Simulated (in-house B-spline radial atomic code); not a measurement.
RPA and G0W0 for P⁵⁺, [He] 2s2 2p6, as one setting changes: the highest l of the empty states. Start: r2SCAN. A dash marks a level of low quasi-particle weight. Computed with a B-spline radial code for spherical atoms: all electrons, non-relativistic, point nucleus, each spin shell either full or empty, empty states to the listed l with an (l + 1/2)⁻⁴ tail; G0W0 by contour deformation at full frequency.

```csv
highest l of the empty states,RPA summed (Eh),RPA extrapolated (Eh),G0W0 level (eV)
3,-0.54328,-0.60152,2p -220.10
4,-0.57584,-0.61075,2p -220.34
5,?,?,?
6,-0.59459,-0.60488,2p -220.30
7,-0.59776,-0.60423,2p -220.29
8,-0.59958,-0.6039,2p -220.29
9,?,?,?
10,-0.60141,-0.60357,2p -220.29
11,-0.60189,-0.60349,2p -220.29
```

**Question.** What belongs in the row for 5?

**Answer.** RPA summed (Eh): -0.58861; RPA extrapolated (Eh): -0.60639; G0W0 level (eV): 2p -220.31.

**Question.** What belongs in the row for 9?

**Answer.** RPA summed (Eh): -0.60069; RPA extrapolated (Eh): -0.6037; G0W0 level (eV): 2p -220.29.
